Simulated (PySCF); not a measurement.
Identify the unknown among the candidates.

All candidates are C5H14AlN.

* 13C NMR: chemical shifts (computed TMS as zero) by class: 58.2 (1 C), 35.0 (1 C), 34.7 (1 C), 32.7 (1 C), 16.0 (1 C) ppm [GIAO PBE/pcSseg-1]
* Rotational structure: rotational constants A, B, C: 3.554, 1.355, 1.050 GHz [PBE0-D3(BJ)/def2-SVP]
* UV, strongest line: among the 10 lowest singlet transitions: S9 at 8.38 eV (148 nm, f = 0.159) [TDDFT wB97X-D/def2-SVPD]
* Dipole: 5.56 D [wB97X-D/def2-SVPD]
* Valence photoelectron: vertical ionisation energy: 9.64 eV [ΔSCF wB97X-D/def2-SVPD]
* 1H NMR: chemical shifts (computed TMS as zero) by class: 3.98 (3 H), 3.03 (1 H), 2.55 (1 H), 2.40 (3 H), 2.30 (1 H), 1.76 (1 H), 1.67 (1 H), 1.63 (1 H), 1.45 (1 H), 1.04 (1 H) ppm [GIAO PBE/pcSseg-1]
* Polarisability: 99.0 au [wB97X-D/def2-SVPD]
* XPS: C1s 290.9, C1s 291.0, C1s 291.0, C1s 291.9, C1s 292.2, N1s 406.5, Al1s 1565.1 eV [ΔSCF SCAN, pcX-2 on the ionised atom, pcseg-1 elsewhere, spin-free X2C]

The electronic properties come from PySCF, for the isolated species, density fitting. Levels stand in brackets. The structure is a single PBE0-D3(BJ)/def2-SVP conformer in the gas phase; no vibrational or solvent corrections. NMR classes are plain means over equivalent atoms (diastereotopic ones count apart unless rotation or inversion swaps them), as if these changed places fast.

Question: Which candidate is it?
A. `CC[CH2][AlH][N](C)C`
B. `C[N@@H+]([AlH3-])C1CCC1`
C. `C=[CH][Al@H-]([NH3+])[CH](C)C`
D. `C=CC[N+](C)(C)[AlH3-]`

Answer: B. It is `C[N@@H+]([AlH3-])C1CCC1`. Numbering: `[CH3:1][N@@H+:2]([AlH3-:3])[CH:4]1[CH2:5][CH2:6][CH2:7]1`. 5 carbons fall into 5 classes; from least to most shielded: ring sp3 carbon bound to nitrogen [C4] (58.2 ppm), four-membered-ring carbon [C5] (35.0 ppm), N-methyl carbon [C1] (34.7 ppm), four-membered-ring carbon [C7] (32.7 ppm), four-membered-ring carbon [C6] (16.0 ppm). Hydrogen classes from least to most shielded: 3 H on an aluminium bonded to N and 3 H, Al3 (3.98 ppm), 1 H on an sp3 carbon bound to nitrogen, C4 (3.03 ppm), 1 H on a four-membered-ring carbon, C5 (2.55 ppm), 3 H on an N-methyl carbon, C1 (2.40 ppm, a mean of values up to 0.7 ppm apart in this geometry), 1 H on a four-membered-ring carbon, C7 (2.30 ppm), 1 H on a four-membered-ring carbon, C5 (1.76 ppm), 1 H on a four-membered-ring carbon, C6 (1.67 ppm), 1 H on a four-membered-ring carbon, C6 (1.63 ppm), 1 H on a four-membered-ring carbon, C7 (1.45 ppm), 1 H on a nitrogen bonded to Al, 2 C and H, N2 (1.04 ppm). The core levels belong to: C1s 290.9 eV, four-membered-ring carbon [C5]; C1s 291.0 eV, four-membered-ring carbon [C6]; C1s 291.0 eV, four-membered-ring carbon [C7]; C1s 291.9 eV, sp3 carbon bound to nitrogen [C4]; C1s 292.2 eV, N-methyl carbon [C1]; N1s 406.5 eV, nitrogen bonded to Al, 2 C and H [N2]; Al1s 1565.1 eV, aluminium bonded to N and 3 H [Al3]. The optimised geometry has point group C1 and is an asymmetric top.

The others, at the same levels:
- `C=[CH][Al@H-]([NH3+])[CH](C)C` fails: its computed 13C shifts are 154.2 (1 C), 143.7 (1 C), 23.9 (1 C), 23.2 (1 C), 8.5 (1 C) ppm, core binding energies are C1s 288.9, C1s 288.9, C1s 289.7, C1s 290.0, C1s 290.1, N1s 407.5, Al1s 1564.9 eV and 1H shifts are 6.57 (1 H), 6.55 (1 H), 6.19 (1 H), 4.22 (1 H), 1.53 (3 H), 1.12 (3 H), 1.06 (3 H), 0.40 (1 H) ppm.
- `C=CC[N+](C)(C)[AlH3-]` fails: it has 4 carbon classes against 5; its computed 13C shifts are 135.8 (1 C), 132.0 (1 C), 63.6 (1 C), 43.7 (2 C) ppm, core binding energies are C1s 290.8, C1s 291.1, C1s 292.0 (×2), C1s 292.0, N1s 406.3, Al1s 1565.1 eV and 1H shifts are 6.11 (1 H), 5.75 (1 H), 5.65 (1 H), 4.18 (3 H), 3.57 (2 H), 2.47 (6 H) ppm.
- `CC[CH2][AlH][N](C)C` fails: it has 4 carbon classes against 5; its computed 13C shifts are 43.8 (2 C), 23.2 (1 C), 22.4 (1 C), 13.8 (1 C) ppm, core binding energies are C1s 289.4, C1s 290.3, C1s 290.4, C1s 291.2 (×2), N1s 403.7, Al1s 1565.8 eV and 1H shifts are 4.74 (1 H), 2.88 (6 H), 1.41 (2 H), 1.03 (3 H), 0.22 (2 H) ppm.

Each candidate is one conformer, not necessarily the lowest. The conformers computed, where there is a choice (atom-mapped SMILES and torsion angles):
- `[CH3:1][N@@H+:2]([AlH3-:3])[CH:4]1[CH2:5][CH2:6][CH2:7]1`: C1–N2–C4–C5 169°
- `[CH2:1]=[CH:2][Al@H-:3]([NH3+:4])[CH:5]([CH3:6])[CH3:7]`: C1–C2–Al3–N4 117°, C2–Al3–C5–C6 -173°
- `[CH2:1]=[CH:2][CH2:3][N+:4]([CH3:5])([CH3:6])[AlH3-:7]`: C1–C2–C3–N4 -115°, C2–C3–N4–C5 63°
- `[CH3:1][CH2:2][CH2:3][AlH:4][N:5]([CH3:6])[CH3:7]`: C1–C2–C3–Al4 -179°, C2–C3–Al4–N5 69°, C3–Al4–N5–C6 2°
